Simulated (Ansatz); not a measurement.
The same path of Cl2FHSi + H4Si (10 atoms, charge 0, multiplicity 1) was run twice with different band settings. Lost on the way: Si1–H2, Si6–H10. Made: Si1–Si6, H2–H10.

Theory: RKS CAM-B3LYP/def2-SVP (Ansatz 0.2.0).

Relaxed end points:

```xyz
10
Properties=species:S:1:pos:R:3
Si -0.430 -0.718 -0.314
H -0.698 -1.086 1.082
Cl 1.577 -0.655 -0.675
Cl -1.281 1.077 -0.771
F -1.069 -1.827 -1.282
Si 1.748 2.714 1.467
H 3.159 2.511 1.894
H 1.675 2.775 -0.015
H 1.233 3.984 2.047
H 0.919 1.582 1.965
```

```xyz
10
Properties=species:S:1:pos:R:3
Si 0.352 0.512 -0.629
H -0.104 -0.163 2.688
Cl 1.686 -0.504 -1.810
Cl -1.130 1.301 -1.805
F -0.348 -0.584 0.333
Si 1.413 2.162 0.626
H 2.459 1.535 1.473
H 2.033 3.121 -0.325
H 0.406 2.858 1.469
H 0.065 0.118 3.378
```

Common settings: movable images 9; spring 5.0 eV/Å²; start path through a guess of the saddle point; force threshold 0.03 eV/Å; iteration limit 60; end points relaxed.

| run | climbing image | optimiser |
| --- | --- | --- |
| 1 | yes | quadratic models (default) |
| 2 | from the first iteration | fire |

Question: What does each run give, and how far can it be trusted?

Answer: Run 1: converged after 11 iterations, highest image 3.405 eV above the first end. Neighbouring images differ by up to 2.0 eV, so the band resolves the path poorly. A vibrational analysis at the climbing image gives one clearly imaginary mode, 1465i cm⁻¹: a first-order saddle point.
Run 2: converged after 56 iterations, highest image 3.405 eV above the first end. Neighbouring images differ by up to 2.0 eV, so the band resolves the path poorly. Another band between the same ends (9 images) ends at a top of the same energy, where a vibrational analysis finds 1 clearly imaginary mode.
The orbitals stay closed-shell, which can raise the energy where a bond breaks towards radicals; this wasn't checked here.
